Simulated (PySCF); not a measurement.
C2H8O2Si, SMILES CO[Si@@H](C)O. Coordinates come from a PBE-D3(BJ)/def2-SVP optimisation. The structure was generated by enumeration; whether it is a known compound was not checked. The values are those of a single conformer.

Computed equilibrium geometry at PBE-D3(BJ)/def2-SVP (PySCF confirms it by a frequency run) as a Z-matrix (one conformer of several):
```
Si
O 1 1.6820
C 2 1.4139 1 122.92
H 3 1.1099 2 108.82 1 -173.70
H 3 1.1144 4 107.95 2 -122.12
H 3 1.1152 4 107.65 5 -116.03
O 1 1.6838 2 111.54 3 63.19
H 7 0.9732 1 114.22 2 62.95
H 1 1.5000 2 102.81 3 -176.91
C 1 1.8702 9 113.41 2 -121.41
H 10 1.1086 1 110.74 9 61.66
H 10 1.1086 11 108.28 1 121.58
H 10 1.1089 11 108.36 12 116.52
```
